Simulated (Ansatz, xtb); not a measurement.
Two structures of AlFGeH3Si+

Structure a is a singlet given by its coordinates and structure b is a singlet given by its coordinates. Both are isolated ions in the gas phase, relaxed with BLYP-D3(BJ)/def2-SVP.

a (Å):

| atom | x (Å) | y (Å) | z (Å) |
| --- | --- | --- | --- |
| Al | -0.8165 | -0.3322 | -2.3532 |
| F | -2.1257 | -1.3391 | -2.3950 |
| Ge | 0.7638 | 1.5164 | -2.6604 |
| Si | 0.9562 | 0.5745 | -0.4233 |
| H | -0.9470 | 1.5132 | -2.1898 |
| H | -0.0485 | 0.4400 | 0.6887 |
| H | 2.3055 | 0.0940 | 0.0090 |

Close contacts (Å): Al1–F2 1.65, Al1–Ge3 2.45, Al1–Si4 2.77, Ge3–Si4 2.43, Al1–H5 1.86, Ge3–H5 1.77, Si4–H6 1.50, Si4–H7 1.50.

b (Å):

```xyz
7

Al   -0.7651    2.3905   -0.7592
F    -0.8692    3.8432   -1.5413
Ge   -0.5832    0.0842    0.5140
Si    0.5061   -0.8112   -1.5808
H     1.2010   -2.0786   -1.2067
H    -0.7730   -1.0832   -2.3376
H     1.3725    0.1236   -2.3643
```

Close contacts (Å): Al1–F2 1.65, Al1–Ge3 2.64, Ge3–Si4 2.53, Si4–H5 1.49, Si4–H6 1.51, Si4–H7 1.50.

Task: Estimate which is lower in electronic energy at CCSD(T)/def2-SVP + ΔMP2/def2-TZVPP, and by roughly how much.

Result: Too close to call at this level: CCSD(T)/def2-SVP + ΔMP2/def2-TZVPP gives E(b) − E(a) = +3.62 kJ/mol.

How the difference moves with the method:

| level | geometry | E(b) − E(a) (kJ/mol) | departure from the last row (kJ/mol) | job, with rough time for the two |
| --- | --- | --- | --- | --- |
| BLYP-D3(BJ)/def2-SVP | BLYP-D3(BJ)/def2-SVP | −10.95 | −14.57 | optimisation, 56 s |
| HF/def2-SVP | BLYP-D3(BJ)/def2-SVP | −58.80 | −62.42 | part of the CCSD(T) run |
| MP2/def2-SVP | BLYP-D3(BJ)/def2-SVP | +5.17 | +1.55 | part of the CCSD(T) run |
| CCSD(T)/def2-SVP | BLYP-D3(BJ)/def2-SVP | −6.24 | −9.86 | single point |
| CCSD(T)/def2-SVP + ΔMP2/def2-TZVPP | BLYP-D3(BJ)/def2-SVP | +3.62 |  | single point, 29 s |

The largest departure from CCSD(T)/def2-SVP + ΔMP2/def2-TZVPP is that of HF/def2-SVP, 62.42 kJ/mol. Levels run at GFN2-xTB geometries aren't shown. The last row adds to CCSD(T) the change of the MP2 difference between the two basis sets, here +9.86 kJ/mol.

With harmonic frequencies from BLYP-D3(BJ)/def2-SVP (ideal gas, rigid rotor, one conformer each, 298.15 K, 1 atm): on the last row, ΔE + ΔZPE = +5.16 kJ/mol. A mode under 50 cm⁻¹ makes harmonic enthalpies and free energies unreliable, so none is given.

The correlated steps freeze 20 core orbitals; the filled d shell of Ge is correlated, in a basis made for valence electrons. Run with Ansatz 0.2.0; the last row on 1 thread of Intel(R) Xeon(R) 6975P-C (Granite Rapids) on a shared host.
